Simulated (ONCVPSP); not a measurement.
u(r) = r·R(r): atom against pseudo-atom (carbon)

Columns: radius, all-electron u(r) and pseudo u(r) of the 2s shell (level -13.64 eV) of carbon in the configuration [He] 2s2 2p2; LDA (Perdew-Zunger), scalar-relativistic, ONCV scheme, ONCVPSP 4.0.1.

```csv
r (bohr),all-electron,pseudo
0.085,-0.3118,0.0416
0.170,-0.3413,0.0885
0.255,-0.2373,0.1442
0.340,-0.0785,0.2096
0.425,0.0933,0.2842
0.510,0.2564,0.3661
0.595,0.4005,0.4527
0.680,0.5216,0.5399
0.765,0.6189,0.6219
0.850,0.6937,0.6926
0.935,0.7482,0.7473
1.020,0.7848,0.7846
1.105,0.8062,0.8062
1.190,0.8148,0.8148
1.275,0.8130,0.8130
1.360,0.8029,0.8029
1.445,0.7861,0.7861
1.530,0.7642,0.7642
1.615,0.7385,0.7385
1.700,0.7101,0.7101
1.785,0.6799,0.6799
1.870,0.6485,0.6485
1.955,0.6165,0.6165
2.040,0.5845,0.5845
2.125,0.5527,0.5527
2.210,0.5215,0.5215
```

How many radial nodes do the two functions have?

The all-electron 2s function has n − l − 1 = 1; the pseudo-wave has 0, since the states of the same l below it are removed with the core.

At about which radius was the pseudo-wave matched?

1.15 bohr. The columns agree to 0.0005 from 1.02 bohr on; several derivatives are matched, so the curves merge somewhat inside the radius.

Is the pseudo-wave norm-conserving?

Yes: the ONCV scheme keeps the norm inside the radius equal to the all-electron one, which fixes the energy derivative of the logarithmic derivative at the level.
